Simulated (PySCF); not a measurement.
TiO₂, SMILES [O]=[Ti]=[O], multiplicity 1. Heavy atoms are numbered as in [Ti:1](=[O:2])=[O:3].

Coordinates come from a TPSSh-D3(BJ)/def2-TZVP optimisation. The multiplicity is an assumed one; other spin states were not compared. The isomer is the one that the SMILES or the coordinates give; other isomers of the formula were not compared.

The numbers are results of PBE/pcSseg-2 run with PySCF, not measurements.

GIAO shieldings, no solvent; atoms alike by connectivity are averaged. δ = σ(ref) − σ: ¹⁷O against H2O (σ = 327.5 ppm), references at their B3LYP-D3(BJ)/def2-TZVP geometries, non-relativistic.

### Question
Estimate the chemical shifts. (An estimate is asked for; the answer gives what the named calculation found.)

### Answer

```
nucleus  atoms  count  δ (ppm)
-------  -----  -----  -------
¹⁷O         O2      2   1177.7
```
